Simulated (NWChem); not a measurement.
System: AlH₂OCl; SMILES [OH][AlH][Cl]

The following NWChem deck was run.

```
start job
memory heap 200 mb stack 900 mb global 1100 mb
geometry units angstroms noautosym nocenter noautoz
  Al    -0.579326     0.608741     0.000000
  H     -2.143871     0.690281     0.000000
  Cl     0.418009    -1.244126     0.000000
  O      0.306567     2.049826     0.000000
  H      1.259132     2.154397     0.000000
end
basis spherical
  Al library pcsseg-2
  H library pcsseg-2
  Cl library pcsseg-2
  O library pcsseg-2
end
dft
  xc pbe0
  iterations 150
end
property
  shielding
end
task dft property
```

Structure relaxed at the PBE0/def2-SVP level.

GIAO values for the isolated, static molecule; σ is the absolute isotropic shielding, δ = σ(reference) − σ with the isolated reference molecule computed at the same levels (1H: tetramethylsilane, 17O: water).

Atoms are numbered as in the input.

Problem. What results follow from this input? (PBE0/pcSseg-2, GIAO.) Quantities: σ Al1 (ppm); δ H2 (ppm); σ Cl3 (ppm); δ O4 (ppm); δ H5 (ppm).

Solution. 
* **σ Al1 (ppm)**: 415.6
* **δ H2 (ppm)**: 4.48
* **σ Cl3 (ppm)**: 916.9
* **δ O4 (ppm)**: 61.6
* **δ H5 (ppm)**: 2.21
